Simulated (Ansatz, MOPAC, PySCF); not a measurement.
Species: C5H13O, charge 1, multiplicity 1. SMILES: [OH2+]CCCCC
Geometry from a B3LYP-D3(BJ)/def2-TZVP (Ansatz, a program for electronic structure) optimisation:
```
C
H 1 1.0937
H 1 1.0938 2 106.90
C 1 1.5296 2 109.52 3 118.58
H 4 1.0937 1 109.12 2 63.54
H 4 1.0939 5 106.56 1 -117.73
C 4 1.5249 5 109.84 6 -118.90
H 7 1.0898 4 110.77 5 58.45
H 7 1.0917 8 107.72 4 121.88
H 7 1.0918 8 107.73 9 116.21
C 1 1.5409 2 109.38 3 -118.67
H 11 1.0918 1 109.74 2 -61.90
H 11 1.0949 12 108.47 1 118.93
C 11 1.4944 12 110.07 13 120.79
H 14 1.0860 11 114.59 12 54.19
H 14 1.0872 15 112.09 11 -133.18
O 14 1.5748 15 101.21 16 -111.12
H 17 0.9754 14 114.75 15 65.69
H 17 0.9754 18 110.14 14 -128.31
```
Charge +1, spin multiplicity 1.

Unscaled harmonic wavenumbers (cm⁻¹) in rising order, each level at the stationary point that it reaches from this structure (no distance between atoms moves by over 0.3 Å); the order of modes can differ between levels, and a negative number is imaginary. B3LYP-D3(BJ)/def2-TZVP (PySCF, at the structure above): 75, 93, 126, 151, 191, 245, 290, 346, 454, 648, 686, 748, 787, 863, 903, 916, 996, 1007, 1051, 1078, 1154, 1186, 1235, 1286, 1296, 1331, 1343, 1356, 1390, 1402, 1426, 1490, 1493, 1499, 1502, 1505, 1517, 1642, 3019, 3023, 3032, 3039, 3045, 3067, 3088, 3100, 3108, 3114, 3186, 3630, 3718.

PM6 (MOPAC): 39, 67, 85, 111, 145, 158, 298, 357, 464, 755, 770, 789, 859, 906, 953, 981, 1012, 1054, 1097, 1116, 1137, 1138, 1176, 1177, 1185, 1190, 1236, 1240, 1251, 1252, 1260, 1276, 1281, 1293, 1299, 1306, 1339, 1474, 2460, 2546, 2625, 2646, 2658, 2675, 2682, 2685, 2698, 2717, 2730, 2743, 2789. Zero-point energy 98.9 against 111.3 kcal/mol; where all levels lie over 400 cm⁻¹, the wavenumbers are on average 0.927 times those of B3LYP-D3(BJ)/def2-TZVP.

PM7 (MOPAC): 43, 69, 91, 112, 146, 166, 302, 352, 468, 654, 790, 813, 843, 915, 965, 989, 1010, 1038, 1055, 1129, 1154, 1160, 1176, 1215, 1217, 1223, 1255, 1281, 1290, 1291, 1305, 1314, 1323, 1329, 1348, 1358, 1401, 1413, 2607, 2611, 2637, 2650, 2666, 2666, 2671, 2686, 2713, 2720, 2730, 2746, 2780. Zero-point energy 99.9 against 111.3 kcal/mol; where all levels lie over 400 cm⁻¹, the wavenumbers are on average 0.935 times those of B3LYP-D3(BJ)/def2-TZVP.

HF/3-21G (Ansatz): 55, 80, 109, 138, 162, 258, 308, 354, 373, 496, 759, 808, 855, 909, 949, 952, 1026, 1075, 1097, 1127, 1237, 1278, 1345, 1421, 1427, 1468, 1481, 1493, 1505, 1521, 1585, 1639, 1651, 1654, 1663, 1672, 1673, 1793, 3202, 3205, 3210, 3221, 3231, 3249, 3269, 3274, 3281, 3308, 3396, 3784, 3907. Zero-point energy 118.6 against 111.3 kcal/mol; where all levels lie over 400 cm⁻¹, the wavenumbers are on average 1.068 times those of B3LYP-D3(BJ)/def2-TZVP.

HF/6-31G* (Ansatz): 79, 103, 137, 160, 206, 262, 313, 370, 492, 687, 728, 795, 836, 927, 970, 979, 1071, 1082, 1125, 1152, 1244, 1299, 1346, 1403, 1409, 1453, 1465, 1489, 1536, 1552, 1573, 1633, 1635, 1642, 1643, 1646, 1657, 1833, 3200, 3205, 3211, 3215, 3227, 3247, 3274, 3280, 3289, 3323, 3410, 3904, 3999. Zero-point energy 119.7 against 111.3 kcal/mol; where all levels lie over 400 cm⁻¹, the wavenumbers are on average 1.078 times those of B3LYP-D3(BJ)/def2-TZVP.
